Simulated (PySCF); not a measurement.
Molecular orbitals of BeH

PBE0 at R = 1.362 Å; Be jorge-DZP-DKH, H jorge-DZP-DKH; spin-free X2C with a Gaussian nucleus (PySCF 2.14). State: ²Σ⁺ (doublet), unpaired electrons σ ↑. Only the outer orbitals are listed, counted within each symmetry.

```json
{"spin": "α", "orbital": "2σ", "occ.": "1", "ε (eV)": "-9.66", "on Be (%)": "54", "main shells (%)": "46 H s, 42 Be s, 11 Be p"}
{"spin": "α", "orbital": "3σ", "occ.": "1", "ε (eV)": "-5.70", "on Be (%)": "93", "main shells (%)": "50 Be p, 43 Be s"}
{"spin": "α", "orbital": "1π", "occ.": "0", "ε (eV)": "-1.32", "on Be (%)": "100", "main shells (%)": "100 Be p"}
{"spin": "α", "orbital": "1π", "occ.": "0", "ε (eV)": "-1.32", "on Be (%)": "100", "main shells (%)": "100 Be p"}
{"spin": "β", "orbital": "2σ", "occ.": "1", "ε (eV)": "-9.23", "on Be (%)": "56", "main shells (%)": "44 H s, 38 Be s, 17 Be p"}
{"spin": "β", "orbital": "3σ", "occ.": "0", "ε (eV)": "-1.53", "on Be (%)": "94", "main shells (%)": "58 Be s, 35 Be p"}
{"spin": "β", "orbital": "1π", "occ.": "0", "ε (eV)": "-0.52", "on Be (%)": "100", "main shells (%)": "99 Be p"}
{"spin": "β", "orbital": "1π", "occ.": "0", "ε (eV)": "-0.52", "on Be (%)": "100", "main shells (%)": "99 Be p"}
```

Problem. Which are the highest filled and the lowest empty level, where do they sit, and how wide is the gap?

Solution. Highest filled α 3σ at -5.70 eV (in %: 50 Be p, 43 Be s); lowest empty β 3σ at -1.53 eV (in %: 58 Be s, 35 Be p); the gap at PBE0 is 4.17 eV.

```
bond order (Mayer)                              : 0.98
⟨S²⟩                                            : 0.751
charge on Be (Mulliken, basis-dependent)        : -0.02
charge on Be (Löwdin, basis-dependent)          : 0.07
dipole moment (positive dipole means Be(−)H(+)) : -0.19 D
```

The state was picked by a PBE0 search and need not be the measured ground state.
